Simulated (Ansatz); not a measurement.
Frontier orbitals of C₃H₆OSe, SMILES `C=C([SeH])CO`.

```xyz
11

C     1.156   -1.083    0.429
C     0.007   -0.611   -0.033
Se   -1.354   -1.808   -0.635
C    -0.290    0.840   -0.231
O     0.769    1.623    0.261
H     1.322   -2.143    0.566
H     1.957   -0.397    0.676
H    -2.471   -1.053   -0.045
H    -0.461    1.014   -1.303
H    -1.234    1.077    0.284
H     0.599    2.539    0.032
```

Charge 0, multiplicity 1. Correlated methods include outer-core shells of Se, which these sets cover unevenly. Scalar relativity is left out up to krypton. All single points use the PBE0-D4/def2-TZVP geometry. It is one conformer, not always the lowest. Basis def2-TZVPP, Ansatz.

```csv
functional,HOMO (eV),LUMO (eV),gap (eV)
LDA (SPW92),-5.57,-1.31,4.26
PBE,-5.41,-1.12,4.29
r2SCAN,-5.64,-0.90,4.74
PBE0,-6.51,-0.18,6.33
r2SCANh,-6.05,-0.55,5.50
HSE06 (plane-wave form),-6.11,-0.56,5.55
ωB97X-V,-8.78,1.95,10.73
ωB97M-V,-8.66,1.75,10.41
```

From PBE to PBE0 the HOMO moves by −1.10 eV and the LUMO by +0.94 eV, and with ωB97M-V by −3.25 and +2.87 eV, so the gap grows from 4.29 to 10.41 eV with exact exchange. A positive LUMO is unbound and depends on the basis.
